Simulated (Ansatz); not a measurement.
# Active spaces for FeO, quintet

Calculated in Ansatz's Gaussian-basis code. Basis def2-SVP, nonrelativistic, 6 orbitals frozen in the corrections. State-specific CASSCF; RHF is the lowest restricted (open-shell) Hartree–Fock solution met. Letters tell apart solutions met in one space. The basis is small, far from the limit. No symmetry is imposed, so a solution can break that of the shape. Lower solutions, or ones in other orbitals, may exist.

Geometry: bond length 3.2320 Å. A bond is stretched, to 1.63 times the sum of the covalent radii.

CASSCF less RHF, in eV, and natural occupations:

```csv
CAS,CASSCF,occupations
"(12,9) a",-3.538,"2.00, 2.00, 2.00, 1.00, 1.00, 1.00, 1.00, 1.00, 1.00"
"(12,9) b",-3.128,"2.00, 2.00, 2.00, 1.00, 1.00, 1.00, 1.00, 1.00, 1.00"
```

Question: What totals less RHF do the corrections give on each solution?

Answer: 

```csv
CAS,SC-NEVPT2
"(12,9) a",-12.676
"(12,9) b",-12.229
```

Question: In CAS(12,9), is the solution lowest in CASSCF also lowest after SC-NEVPT2?

Answer: Yes: (12,9) a stays lowest, 0.45 eV under the next.
